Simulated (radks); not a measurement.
Values are calculated unless marked as measured or tabulated.
Question: Dipole-allowed excitations along the series with 12 electrons in [Ne] 3s2. Level of theory: scalar-relativistic Kohn-Sham, LB94 model potential, spin-polarised, spherical densities, finite nucleus; Fermi nuclear charge, rms radius of each element as measured or else 0.836 A^(1/3) + 0.57 fm (a radial shooting solver on a logarithmic mesh with Libxc functionals). Time-dependent linear response with the Hartree and adiabatic LDA kernel, continuum included through the Sternheimer equations, no spin-orbit coupling, so fine structure and intercombination lines are absent. Lines are the poles of the dipole polarisability below minus the highest occupied eigenvalue, found on a grid refined at the orbital gaps; the lowest seven at most are given, and weak or close lines can be missed. The first line takes the name of the lowest orbital gap if no other gap lies below it; otherwise a line is named after a gap within 0.6 % of it, if that gap stands alone.

species  -e(HOMO) (eV)  lowest orbital gap (eV)  first line (eV)      f  strongest line (eV)  its f  static alpha (bohr^3)
Br23+           1073.3             3s-3p 59.919   73.263 (3s-3p)  0.585            the first  0.585                0.08408
Kr24+           1157.8             3s-3p 63.247   77.118 (3s-3p)  0.575            the first  0.575                0.07454

Estimate the first line of Rb25+, its oscillator strength and the static polarisability.

Answer: 81.115 eV (3s-3p), f = 0.566, alpha = 0.06629 bohr^3.
